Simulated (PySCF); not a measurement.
# Ionisation energy of Rh²⁺ by level of theory

Rh²⁺ [Kr] 4d7 (4F) → Rh³⁺ [Kr] 4d6 (5D), as a difference of total energies. All numbers are calculated (PySCF 2.14, the spin-free X2C one-electron Hamiltonian (Gaussian nucleus), in aug-cc-pwCVTZ-DK (11s10p8d4f3g, 136 functions)). Correlated levels: valence: [Kr] frozen; valence and next inner shell: [Ar] 3d10 frozen. The calculations carry no spin-orbit coupling.

| method | ionisation energy (eV) | plus first-order spin-orbit estimate | difference from reference of that sum (eV) |
| --- | --- | --- | --- |
| UHF | 29.334 | 29.403 | -1.657 |
| LDA | 31.512 | 31.582 | +0.522 |
| PBE | 31.242 | 31.312 | +0.252 |
| PBE0 | 31.067 | 31.137 | +0.077 |
| r2SCAN | 31.021 | 31.091 | +0.031 |
| MN15 | 31.045 | 31.115 | +0.055 |
| BP86 | 31.393 | 31.463 | +0.403 |
| BLYP | 31.249 | 31.319 | +0.259 |
| MP2 (valence) | 30.741 | 30.811 | -0.249 |
| SCS-MP2 (valence) | 30.916 | 30.985 | -0.075 |
| MP2 (valence and next inner shell) | 30.752 | 30.821 | -0.239 |
| SCS-MP2 (valence and next inner shell) | 30.758 | 30.828 | -0.232 |

Reference: 31.06 eV (semi-empirical (NIST evaluation); NIST Atomic Spectra Database, ionization energies).

A first-order spin-orbit estimate (lowest level to lowest level, LS coupling) adds 0.070 eV.
